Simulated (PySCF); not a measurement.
These are CAM-B3LYP-D3(BJ)/def2-TZVP (PySCF) values and carry that method's errors. Gas-phase values, no solvent. 

Reference species (SMILES): `[AlH3]` (neutral, multiplicity 1).

| Item | Value |
|---|---|
| LUMO | -0.84 eV |

Changed species: `[F][AlH2]` (1 of 3 H replaced by F; the reference has 0 of 3 H replaced by F).

Question: Predict the effect on the LUMO.

Answer: the LUMO increases by 0.36 eV, to -0.48 eV.
